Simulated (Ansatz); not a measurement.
Two isomers of CH6BFOSi: A = `FBOC[SiH3]`, B = `OB([SiH3])CF`.

Gas-phase electronic energies from Ansatz, PBE0-D4/def2-TZVP geometries. CCSD(T)/CBS adds triple-zeta CCSD(T) − MP2 to the extrapolated MP2 energy (def2 sets, frozen cores). Functionals use def2-TZVPP. Each species was taken in one conformer, which may not be the lowest.

A:

```xyz
11

F     0.9179    1.8249   -1.4099
B    -0.0391    1.9994   -0.4989
O    -0.7480    0.9608   -0.0356
C    -0.5224   -0.3822   -0.4694
Si    0.3522   -1.3727    0.8859
H    -0.2701    3.0962   -0.0917
H    -1.4996   -0.8218   -0.6857
H     0.0614   -0.4051   -1.3945
H     1.6653   -0.7443    1.1828
H    -0.4767   -1.3924    2.1172
H     0.5591   -2.7629    0.3998
```

B:

Z-matrix (Å, degrees):
```
Si
B 1 2.036
H 1 1.488 2 111.3
H 1 1.488 2 111.3 3 121.3
H 1 1.495 2 109.7 3 -119.3
C 2 1.575 1 121.3 3 -61.1
O 2 1.355 1 123.2 3 119.0
F 6 1.392 2 112.1 1 0.7
H 6 1.098 2 110.8 1 -120.0
H 6 1.098 2 111.0 1 121.5
H 7 0.960 2 114.3 1 0.1
```

(1) Which isomer does CCSD(T)/CBS put lower? Give the gap. (Estimate.)

(2) Give E(B) − E(A) in kcal/mol with HF/def2-TZVPP, CCSD/def2-TZVPP, PBE-D4, r2SCAN-D4, PBE0-D4, MP2/def2-TZVPP, B2PLYP. (Best estimate.)

Largest T1 diagnostic: 0.013.

Results:

(1) The calculation gave: A, by 37.2 kcal/mol.

(2) Computed: HF/def2-TZVPP 40.4, CCSD/def2-TZVPP 37.7, PBE-D4 33.0, r2SCAN-D4 36.1, PBE0-D4 34.3, MP2/def2-TZVPP 39.5, B2PLYP 38.1. None reverses the order clearly.

From PBE to PBE0 (25 % exact exchange), in def2-TZVPP and without D4, E(B) − E(A) moves by +1.3 kcal/mol. In def2-TZVPP, CCSD(T) changes the Hartree–Fock value by −3.0 kcal/mol (the triples alone add −0.2 kcal/mol) and MP2 by −0.9 kcal/mol.
